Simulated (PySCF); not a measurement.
## Working out the excitation energy of F

F [He] 2s2 2p5 (2P) → F [He] 2s1 2p6 (2S). All numbers are calculated (PySCF 2.14, the spin-free X2C one-electron Hamiltonian (Gaussian nucleus), in x2c-QZVPPall (7s4p3d2f1g, 57 functions)). Frozen: 1s2. Energies in hartree (1 hartree = 27.21139 eV):

```
            part   F (lower)   F (upper)
             UHF  -99.503092  -98.622813
CCSD correlation   -0.230820   -0.318655
             (T)   -0.004648   -0.013083
```

What does Hartree-Fock give?

(-98.622813) − (-99.503092) = 0.880279 hartree = 23.954 eV.

What do CCSD and CCSD(T) give?

The CCSD correlation energies differ by -0.087835 hartree = -2.390 eV and the triples by -0.008435 hartree = -0.230 eV, so CCSD gives 21.564 eV and CCSD(T) 21.334 eV.

The upper state lies above the first ionisation limit, where it may autoionise and the basis confines it.
